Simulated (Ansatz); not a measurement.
Consider the substitution at a C–B bond: `CB(C)C=O` + `[SH][Mg][Cl]` → `C[S][Mg][Cl]` + `CBC=O`.

Program: Ansatz. Geometries: PBE0-D4/def2-TZVP. ΔE: electronic, gas phase. CBS: MP2 limit from def2 TZ/QZ plus the TZ coupled-cluster correction, frozen cores. DFT in def2-TZVPP. B3LYP here is the variant with VWN-RPA as its local correlation; programs differ in this. HSE06 is defined as in plane-wave codes. For Mg outer-core shells are correlated without core-valence functions, which leaves a few kJ/mol of doubt a bond. One conformer a species, not always the lowest.

```json
{"level": "PBE-D4", "ΔE (kJ/mol)": "84.0", "difference from CCSD(T)/CBS": "-1.7"}
{"level": "BLYP-D4", "ΔE (kJ/mol)": "80.9", "difference from CCSD(T)/CBS": "-4.8"}
{"level": "r2SCAN-D4", "ΔE (kJ/mol)": "89.1", "difference from CCSD(T)/CBS": "3.4"}
{"level": "B97M-V", "ΔE (kJ/mol)": "92.7", "difference from CCSD(T)/CBS": "7.0"}
{"level": "PBE0-D4", "ΔE (kJ/mol)": "86.9", "difference from CCSD(T)/CBS": "1.2"}
{"level": "B3LYP-D4", "ΔE (kJ/mol)": "84.1", "difference from CCSD(T)/CBS": "-1.6"}
{"level": "r2SCANh-D4", "ΔE (kJ/mol)": "89.6", "difference from CCSD(T)/CBS": "3.9"}
{"level": "BHLYP-D4", "ΔE (kJ/mol)": "86.0", "difference from CCSD(T)/CBS": "0.3"}
{"level": "CAM-B3LYP-D4", "ΔE (kJ/mol)": "87.8", "difference from CCSD(T)/CBS": "2.1"}
{"level": "ωB97X-V", "ΔE (kJ/mol)": "85.3", "difference from CCSD(T)/CBS": "-0.4"}
{"level": "ωB97M-V", "ΔE (kJ/mol)": "88.2", "difference from CCSD(T)/CBS": "2.5"}
{"level": "B2PLYP", "ΔE (kJ/mol)": "84.0", "difference from CCSD(T)/CBS": "-1.7"}
{"level": "PBE-QIDH", "ΔE (kJ/mol)": "87.4", "difference from CCSD(T)/CBS": "1.7"}
{"level": "PBE", "ΔE (kJ/mol)": "82.9", "difference from CCSD(T)/CBS": "-2.8"}
{"level": "revPBE", "ΔE (kJ/mol)": "79.8", "difference from CCSD(T)/CBS": "-5.9"}
{"level": "BLYP", "ΔE (kJ/mol)": "79.1", "difference from CCSD(T)/CBS": "-6.6"}
{"level": "r2SCAN", "ΔE (kJ/mol)": "88.6", "difference from CCSD(T)/CBS": "2.9"}
{"level": "PBE0", "ΔE (kJ/mol)": "85.9", "difference from CCSD(T)/CBS": "0.2"}
{"level": "B3LYP", "ΔE (kJ/mol)": "82.6", "difference from CCSD(T)/CBS": "-3.1"}
{"level": "r2SCANh", "ΔE (kJ/mol)": "89.1", "difference from CCSD(T)/CBS": "3.4"}
{"level": "r2SCAN0", "ΔE (kJ/mol)": "89.6", "difference from CCSD(T)/CBS": "3.9"}
{"level": "HSE06", "ΔE (kJ/mol)": "85.7", "difference from CCSD(T)/CBS": "0.0"}
{"level": "BHLYP", "ΔE (kJ/mol)": "85.2", "difference from CCSD(T)/CBS": "-0.5"}
{"level": "CAM-B3LYP", "ΔE (kJ/mol)": "86.8", "difference from CCSD(T)/CBS": "1.1"}
{"level": "LC-ωPBE", "ΔE (kJ/mol)": "88.1", "difference from CCSD(T)/CBS": "2.4"}
{"level": "RPA@PBE/def2-TZVPP", "ΔE (kJ/mol)": "82.0", "difference from CCSD(T)/CBS": "-3.7"}
{"level": "HF/def2-SVP", "ΔE (kJ/mol)": "88.9", "difference from CCSD(T)/CBS": "3.2"}
{"level": "MP2/def2-SVP", "ΔE (kJ/mol)": "93.8", "difference from CCSD(T)/CBS": "8.1"}
{"level": "CCSD/def2-SVP", "ΔE (kJ/mol)": "92.5", "difference from CCSD(T)/CBS": "6.8"}
{"level": "HF/def2-TZVPP", "ΔE (kJ/mol)": "82.0", "difference from CCSD(T)/CBS": "-3.7"}
{"level": "MP2/def2-TZVPP", "ΔE (kJ/mol)": "87.3", "difference from CCSD(T)/CBS": "1.6"}
{"level": "SCS-MP2/def2-TZVPP", "ΔE (kJ/mol)": "83.1", "difference from CCSD(T)/CBS": "-2.6"}
{"level": "CCSD/def2-TZVPP", "ΔE (kJ/mol)": "87.9", "difference from CCSD(T)/CBS": "2.2"}
{"level": "CCSD(T)/def2-TZVPP", "ΔE (kJ/mol)": "87.2", "difference from CCSD(T)/CBS": "1.5"}
{"level": "HF/def2-QZVPP", "ΔE (kJ/mol)": "82.1", "difference from CCSD(T)/CBS": "-3.6"}
{"level": "MP2/def2-QZVPP", "ΔE (kJ/mol)": "86.4", "difference from CCSD(T)/CBS": "0.7"}
{"level": "SCS-MP2/def2-QZVPP", "ΔE (kJ/mol)": "82.4", "difference from CCSD(T)/CBS": "-3.3"}
{"level": "HF/CBS(def2)", "ΔE (kJ/mol)": "82.1", "difference from CCSD(T)/CBS": "-3.6"}
{"level": "MP2/CBS(def2)", "ΔE (kJ/mol)": "85.7", "difference from CCSD(T)/CBS": "0.0"}
{"level": "CCSD/CBS(def2)", "ΔE (kJ/mol)": "86.4", "difference from CCSD(T)/CBS": "0.7"}
{"level": "CCSD(T)/CBS", "ΔE (kJ/mol)": "85.7", "difference from CCSD(T)/CBS": "0"}
```

Largest T1 diagnostic among the species: 0.016.

At CCSD(T), def2-SVP lies +6.3 kJ/mol from the extrapolated value and def2-TZVPP +1.5 kJ/mol. Leaving LDA and LC-ωPBE aside and taking each functional with its dispersion term where it has one, the values spread over 11.8 kJ/mol, from BLYP-D4 to B97M-V. LDA lies +10.0 kJ/mol from PBE without D4.
